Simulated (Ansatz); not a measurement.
Species: GaI$_{2}$, charge 0, multiplicity 2. It need not be the lowest isomer of its formula. SMILES: [I][Ga][I]
Geometry: optimised at B3LYP-D3(BJ)/def2-TZVP (Ansatz, a first-principles code).

Computed values are from Ansatz. Correlated levels leave the core frozen unless marked. UHF or UKS for open shells. Spin-orbit coupling is left out. Frozen are the shells of the preceding noble gas and the d and f shells that filled before the atom's block. Past Kr the def2 sets carry scalar-relativistic core potentials. Basis-set limits of correlation are two-point, X^-3; Hartree-Fock from the larger set. The bracket is a focal-point correction in the basis named.

```json
{
  "atomisation energy De": "504.5 kJ/mol at RI-MP2/CBS(def2-TZVPPD,def2-QZVPPD)+[CCSD(T)-MP2]/def2-TZVPPD",
  "vertical ionisation energy (to the singlet)": "8.22 eV at RI-MP2/CBS(def2-TZVPPD,def2-QZVPPD)+[CCSD(T)-MP2]/def2-TZVPPD",
  "total_energy": "-2517.1570 Eh at RI-MP2/CBS(def2-TZVPPD,def2-QZVPPD)+[CCSD(T)-MP2]/def2-TZVPPD",
  "dipole_moment": "1.21 D at CCSD(T)/def2-SVPD",
  "T1 diagnostic": "0.017 at CCSD/def2-TZVPPD"
}
```
